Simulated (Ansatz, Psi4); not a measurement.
SiHI3 (SMILES I[SiH](I)I): from total energies to a heat of formation

SiHI3 has 5 atoms, charge 0, and is taken as a singlet. As SMILES, `I[SiH](I)I`. The coordinates come from a PBE0-D4/def2-TZVP relaxation.

```xyz
5

I    -1.4269   -0.0664    1.9041
Si    0.0559    0.1519   -0.0039
I     1.9490   -1.3504    0.2095
I    -1.1426   -0.2721   -2.0705
H     0.5647    1.5369   -0.0392
```

Total energies at PBE0/def2-SVP (core potential) (Psi4 1.11); the atoms run unrestricted:

```
species    state   energy (Eh)
  SiHI3  singlet  -1183.137274
      I  doublet   -297.684352
     Si  triplet   -289.151943
      H  doublet     -0.500291
```

Harmonic wavenumbers at PBE0-D4/def2-TZVP, in cm⁻¹: 73, 73, 118, 289, 407, 407, 725, 725, 2265.

Measured heats of formation of the gaseous atoms at 298.15 K, in kJ/mol: I 106.8, Si 450.0, H 218.0. Spin-orbit lowering of the atoms at 298 K (mean of the ground term's levels less their thermal mean, from spectra), in kJ/mol: I 30.32, Si 0.44. Take 1 Eh = 2625.50 kJ/mol, 1 cm⁻¹ = 0.0119627 kJ/mol, RT = 2.479 kJ/mol.

Problem. What heat of formation follows?

Solution. 
1. Electronic atomisation energy: 3 × (-297.684352) + (-289.151943) + (-0.500291) − (-1183.137274) = 0.431984 Eh = 1134.2 kJ/mol.
2. Zero-point energy: half the sum of the wavenumbers, 2541 cm⁻¹ = 30.4 kJ/mol.
3. Thermal vibrational enthalpy, Σ hcν̃/(exp(hcν̃/kT) − 1): 9.2 kJ/mol. Translation, rotation and pV of a non-linear molecule: 4 RT = 9.9 kJ/mol.
4. The 5 free atoms carry 5/2 RT each: 31.0 kJ/mol.
5. Spin-orbit coupling lowers the free atoms by 3 × 30.32 + 0.44 = 91.4 kJ/mol.
6. Atomisation enthalpy at 298 K: 1134.2 − 91.4 − 30.4 − 9.2 − 9.9 + 31.0 = 1024.3 kJ/mol.
7. Sum of the atoms' heats of formation: 988.4 kJ/mol. Heat of formation: 988.4 − 1024.3 = -35.9 kJ/mol.

The tabulated value is -74.5 kJ/mol (NIST-JANAF tables; in doubt, as an older value, an estimate or one at odds with other calculations), so this level is off by +38.6 kJ/mol, or 3.6 % of the atomisation enthalpy that the table implies (1062.7 kJ/mol). The molecule's own second-order spin-orbit lowering, which matters beside iodine, is left out. Anharmonicity and any spin-orbit splitting of the molecule are left out.
